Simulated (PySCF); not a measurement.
C₅H₁₀O, SMILES CC[C@@H]1CCO1. Coordinates come from a PBE-D3(BJ)/def2-SVP optimisation. One conformer was computed; it need not be the lowest.

Computed equilibrium geometry at PBE-D3(BJ)/def2-SVP (PySCF confirms it by a frequency run) as bond lengths and angles (one conformer of several):
Atoms: C1 C2 C3 C4 C5 O6 H7 H8 H9 H10 H11 H12 H13 H14 H15 H16. Bonded distances (Å): C1–C2 1.529, C1–H7 1.110, C1–H8 1.108, C1–H9 1.108, C2–C3 1.519, C2–H10 1.113, C2–H11 1.112, C3–C4 1.544, C3–O6 1.454, C3–H12 1.119, C4–C5 1.540, C4–H13 1.106, C4–H14 1.108, C5–O6 1.442, C5–H15 1.116, C5–H16 1.113. Bond angles (°): C2–C1–H7 111.4, C2–C1–H8 111.7, C2–C1–H9 110.0, H7–C1–H8 107.8, H7–C1–H9 107.6, H8–C1–H9 108.2, C1–C2–C3 112.4, C1–C2–H10 110.9, C1–C2–H11 110.2, C3–C2–H10 108.2, C3–C2–H11 108.2, H10–C2–H11 106.7, C2–C3–C4 118.7, C2–C3–O6 112.4, C2–C3–H12 109.5, C4–C3–O6 91.5, C4–C3–H12 113.2, O6–C3–H12 110.2, C3–C4–C5 84.5, C3–C4–H13 116.6, C3–C4–H14 113.5, C5–C4–H13 116.7, C5–C4–H14 114.6, H13–C4–H14 109.3, C4–C5–O6 92.1, C4–C5–H15 114.7, C4–C5–H16 116.7, O6–C5–H15 112.2, O6–C5–H16 112.3, H15–C5–H16 108.2, C3–O6–C5 91.4.
Charge 0, spin multiplicity 1.
